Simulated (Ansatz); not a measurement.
CH₆INSi, SMILES `C[SiH](N)I`, relaxed with RKS PBE-D4/def2-SVP in Ansatz 0.2.0 from a rough embedded geometry. The force threshold is 0.03 eV/Å; the program also tests the step.

The species carries charge 0 and has multiplicity 1. I takes the def2 core potential.

Start:

```xyz
10

C    -1.197    0.042   -0.693
Si    0.442    0.336   -0.060
N     0.833   -0.788    1.106
I     2.113    0.135   -1.736
H    -1.333   -0.909   -1.197
H    -2.021    0.126    0.048
H    -1.497    0.798   -1.471
H     0.540    1.647    0.645
H     1.805   -0.750    1.375
H     0.315   -0.637    1.983
```

| step | energy (eV) | largest force (eV/Å) | largest move (Å) |
| --- | --- | --- | --- |
| 1 | -18592.7663 | 2.345 | 0.000 |
| 2 | -18593.1587 | 1.236 | 0.195 |
| 3 | -18593.2285 | 0.561 | 0.106 |
| 4 (rejected) | -18593.1170 | 1.397 | 0.200 |
| 5 (rejected) | -18593.2178 | 1.434 | 0.098 |
| 6 | -18593.2452 | 0.105 | 0.049 |
| 7 | -18593.2510 | 0.077 | 0.100 |
| 8 (rejected) | -18593.2497 | 0.584 | 0.146 |
| 9 | -18593.2553 | 0.067 | 0.073 |
| 10 | -18593.2581 | 0.203 | 0.074 |
| 11 | -18593.2638 | 0.077 | 0.113 |
| 12 (rejected) | -18593.2577 | 0.888 | 0.165 |
| 13 | -18593.2695 | 0.165 | 0.082 |
| 14 | -18593.2749 | 0.416 | 0.082 |
| 15 | -18593.2988 | 0.319 | 0.127 |
| 16 (rejected) | -18593.2718 | 1.740 | 0.184 |
| 17 | -18593.3227 | 0.336 | 0.092 |
| 18 | -18593.3414 | 0.606 | 0.090 |
| 19 | -18593.3647 | 0.321 | 0.142 |
| 20 | -18593.3749 | 0.330 | 0.177 |
| 21 | -18593.3813 | 0.070 | 0.050 |
| 22 | -18593.3820 | 0.030 | 0.017 |
| 23 | -18593.3820 | 0.029 | 0.023 |

End:

```xyz
10

C    -1.271    0.116   -0.661
Si    0.459    0.427   -0.006
N     0.749   -0.570    1.384
I     2.034    0.019   -1.925
H    -1.381   -0.937   -0.990
H    -2.022    0.324    0.128
H    -1.475    0.765   -1.536
H     0.709    1.847    0.405
H     1.622   -0.415    1.899
H     0.576   -1.576    1.302
```

Run time 19 s (4 threads of an Intel Xeon 6975P-C on a shared host); peak host memory 0.18 GiB.
